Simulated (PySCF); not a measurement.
Compound: C3H5F3O2Si.
Numbering: `[O:1]=[C:2]([CH2:3][C:4]([F:5])([F:6])[F:7])[O:8][SiH3:9]` (hydrogens: H10, H11 on C3; H12, H13, H14 on Si9)

Computed, not measured: PBE0-D3(BJ)/def2-SVP geometry optimisation, gas phase in PySCF.

What internal coordinates does the optimisation give?

| bond | length (bohr) | order |
| --- | --- | --- |
| O1=C2 | 2.274 | double |
| C2–C3 | 2.852 | single |
| C3–C4 | 2.855 | single |
| C4–F5, C4–F6, C4–F7 | 2.522 | single |
| C2–O8 | 2.512 | single |
| O8–Si9 | 3.259 | single |
| C3–H10, C3–H11 | 2.077 | single |
| Si9–H12, Si9–H13, Si9–H14 | 2.806 | single |

Bonds in one row agree within 0.02 bohr and their mean is given. Orders are formal, as drawn. A selection of angles:
| angle | degrees |
| --- | --- |
| O1–C2–C3 | 123.2 |
| O1–C2–O8 | 122.9 |
| C3–C2–O8 | 113.9 |
| C2–C3–C4 | 116.0 |
| C3–C4–F5 | 111.4 |
| C3–C4–F6 | 109.8 |
| C3–C4–F7 | 112.5 |
| F5–C4–F6 | 107.5 |
| C2–O8–Si9 | 117.6 |

Dihedral angles: O1–C2–C3–C4 -145° (anticlinal); C2–C3–C4–F5 51° (synclinal); O1–C2–O8–Si9 1° (synperiplanar). The mirror-image conformer, all signs reversed, is as good.

Of the pairs four or more bonds apart, F7···O8 is among the closest relative to their van der Waals radii: 2.80 Å, 94 % of the sum of Bondi's values. The C–O distances run from 1.203 Å (O1=C2, drawn double) to 1.330 Å (C2–O8, drawn single), a spread of 0.127 Å. Si9 (oxygen-bound silicon) is distorted tetrahedral (angles from 102.8° to 112.1°).

Point group: C1 (no symmetry element, even within 0.4 Å). PBE0-D3(BJ)/def2-SVP frequencies: not computed here. One conformer, not necessarily the lowest.

The run took 65 s wall on one thread of an Arm Neoverse V2, shared host with 32 logical CPUs at a one-minute load of 10, and the process peaked at 0.62 GiB of memory. This is the geometry optimisation.
